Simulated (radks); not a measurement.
Excited configurations of Cd II: one electron is placed in a higher orbital outside [Kr] 4d10. The ground configuration is [Kr] 4d10 5s1. Calculated with a radial shooting solver on a logarithmic mesh with Libxc functionals: scalar-relativistic Kohn-Sham, PBEsol, spin-unpolarised, spherical densities, point nucleus. Excitation = E - E(ground); binding = E(ion) - E, where the ion is the core of charge +2; n* = 2/sqrt(2 binding) in atomic units, and the quantum defect is n - n*.

| outer orbital | excitation (eV) | binding (eV) | eigenvalue (eV) | <r> (bohr) |
|---|---|---|---|---|
| 5p | 5.849 | 11.248 | -8.172 | 3.362 |
| 6s | 10.231 | 6.865 | -5.399 | 6.143 |
| 6p | 11.734 | 5.363 | -4.166 | 7.428 |
| 6d | 13.671 | 3.425 | -2.612 | 10.89 |
| 6f | 15.433 | 1.664 | -1.302 | 22.53 |
| 7s | 13.271 | 3.826 | -3.051 | 11.01 |
| 7d | 14.835 | 2.262 | -1.786 | 17.36 |

The Delta-SCF ionisation energy is 17.097 eV (NIST Atomic Spectra Database: 16.908 eV, measured). Self-interaction in the functional shifts the binding energies and quantum defects, so they are the method's values and not measured ones. Spin polarisation and multiplet splitting are left out, so open shells lie too high by an amount that depends on their filling.

Beside tabulated values, note that spin-unpolarised runs miss the spin-polarisation part of the exchange energy of open shells.
